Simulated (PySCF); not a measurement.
## Solvent effects on NMR parameters

Numbering as in the mapped SMILES `[CH2:1]=[CH:2][C:3]1=[CH:4][CH2:5][C@@H:6]([CH2:7][C:8]([F:9])([F:10])[F:11])[CH+:12]1`. Each H is labelled by its parent atom. Ha(C1) is cis to C3; Ha(C5) is cis to C7 on the ring; Ha(C7) is pro-R; Hb(C7) is pro-S; Hb(C1) is trans to C3; Hb(C5) is trans to C7 on the ring.

GIAO PBE0/pcSseg-1 in PySCF on one PBE0-D3(BJ)/def2-SVP conformer, non-relativistic, equivalent nuclei averaged. Solvents enter as an IEF-PCM continuum (tetrahydrofuran with ε = 7.4, dimethylsulfoxide with ε = 46.8) around the gas-phase geometry. Shifts are referred to TMS, CFCl3 computed in the same medium.

In tetrahydrofuran, δ in ppm: C4 246.1, C12 241.5, C3 162.3, C1 138.9, C2 131.4, C8 130.5, C6 60.8, C5 60.7, C7 38.0, F9/F10/F11 -82.5, H(C12) 10.81, H(C4) 10.47, H(C2) 7.10, Ha(C1) 6.93. Dipole moment 8.08 D.

(1) How does each δ change in the more polar medium?

(2) Which nuclei move most (in ppm), and what does the model miss?

Answers

(1) 
| atoms | environment | Δδ, dimethylsulfoxide |
| --- | --- | --- |
| C4 | alkene CH | +0.8 |
| C12 | carbocation centre | +0.9 |
| C3 | fully substituted alkene carbon | -0.3 |
| C1 | terminal =CH2 carbon | -1.1 |
| C2 | alkene CH | +0.9 |
| C8 | CF3 carbon | +0.5 |
| C6 | sp3 CH in a ring | 0.0 |
| C5 | allylic sp3 CH2 | +0.1 |
| C7 | sp3 CH2 | +0.1 |
| F9/F10/F11 | fluorine of a CF3 group | -0.3 |
| H(C12) | hydrogen on a carbocation centre | +0.06 |
| H(C4) | hydrogen on an alkene CH | +0.04 |
| H(C2) | hydrogen on an alkene CH | +0.03 |
| Ha(C1) | hydrogen on a terminal =CH2 carbon | -0.01 |

Changes are relative to tetrahydrofuran. The dipole moment becomes 8.08 D in dimethylsulfoxide.

(2) C1 (terminal =CH2 carbon, -1.1 ppm) in dimethylsulfoxide. A continuum only polarises the solute; specific hydrogen bonds, the anisotropy of aromatic solvents and changes of geometry or conformer are outside it, as are counter-ions.
